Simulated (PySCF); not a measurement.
Species: C5H11O4P.
SMILES with atom numbers: `[CH3:1][O:2][P:3](=[O:4])([O:5][CH3:6])[O:7][CH:8]1[CH2:9][CH2:10]1`

Structure used (GFN2-xTB), in Å, numbered top down from 1:
```
atom  x, y, z in Å
C1    -2.3050   -1.6941   -0.2996
O2    -1.1627   -0.9325   -0.6565
P3    -0.7395    0.2672    0.3053
O4    -0.9312    0.0294    1.7387
O5    -1.5460    1.5036   -0.3003
C6    -1.6360    2.6804    0.4864
O7     0.7551    0.5763   -0.1483
C8     1.7575   -0.2268    0.4288
C9     2.2662   -1.3959   -0.3517
C10    3.1081   -0.1604   -0.2007
H11   -2.3899   -1.7562    0.7867
H12   -2.1702   -2.6889   -0.7235
H13   -3.2070   -1.2359   -0.7080
H14   -2.5474    3.1950    0.1834
H15   -0.7710    3.3208    0.3072
H16   -1.6818    2.4233    1.5462
H17    1.6511   -0.3121    1.5036
H18    1.8087   -1.5768   -1.3113
H19    2.5445   -2.2877    0.1878
H20    3.9744   -0.1913    0.4418
H21    3.2130    0.4799   -1.0616
```

NICS = −σ at a ghost point: NICS(0) at the centroid of the ring atoms, NICS(1) 1 Å to either side along the normal of their mean plane, zz for the tensor component along that normal. Level: GIAO PBE0/pcSseg-1 (PySCF, non-relativistic, gas phase) on the GFN2-xTB geometry, one conformer.

Ring bond lengths (Å), with Mayer bond orders in brackets: C8–C9 1.495 (0.96), C9–C10 1.503 (0.97), C10–C8 1.492 (0.97).

Task: Give the NICS values of each ring in ppm.

Result: 
| ring | type | NICS(0) | NICS(1), two faces | NICS(1)zz, two faces | rms pucker (Å) | centre to ring atoms, mean (Å) |
| --- | --- | --- | --- | --- | --- | --- |
| C8–C9–C10 | 3-membered carbocycle; formal bonds all single | -40.5 | -9.5 / -7.1 | -24.0 / -16.0 | 0.00 | 0.86 |

Task: What can be read from them?

Result: 
- C8–C9–C10: mean NICS(1)zz -20.0 ppm, shielded. C8, C9, C10 have four or more neighbours, and the NICS criterion for π rings isn't applied. The two faces differ by 8.0 ppm, so no symmetry operation interchanges them. NICS(0) lies 32 ppm below the mean NICS(1).

Task: Give the inner angles of the rings and the Hirshfeld charges of the ring atoms.

Result: 
- C8–C9–C10: C8 60.4° (+0.031 e), C9 59.7° (-0.096 e), C10 59.9° (-0.091 e); sum 180.0° against 180° for a flat convex ring.
